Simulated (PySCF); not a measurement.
## IF⁺: from constants to spectrum

PBE0 constants of IF⁺, ²Π (doublet), unpaired electrons π ↑ (PySCF, scalar-relativistic core potentials, basis sets I def2-SVP with ECP28, F def2-SVP; masses 126.9045 and 18.9984 u):

* ωe: 715.3 cm⁻¹
* ωexe: 2.98 cm⁻¹
* Be: 0.28943 cm⁻¹
* αe: 0.00158 cm⁻¹
* De to I⁺ + F: 2.42 eV

Problem. What force constant and bond length do these constants imply?

Solution. Reduced mass μred = 16.525 u; k = 5.8918×10⁻⁷·μred·ωe² (u, cm⁻¹, mdyn/Å) = 4.98 mdyn/Å; Re = √(16.8576/(μred·Be)) (u, cm⁻¹, Å) = 1.877 Å.

Problem. Estimate the centrifugal constant D from the Kratzer relation and find the Dunham coefficient a1.

Solution. D = 4Be³/ωe² = 1.9e-07 cm⁻¹; a1 = −1 − αeωe/(6Be²) = -3.25.

Spin–orbit coupling is left out, which matters for elements this heavy, above all for dissociation energies. For an ion De counts to the pair picked by the measured ionisation energies or electron affinities, which need not be the lowest pair at this level. The state is the lowest determinant that a PBE0 search found; another state may lie lower at other levels.
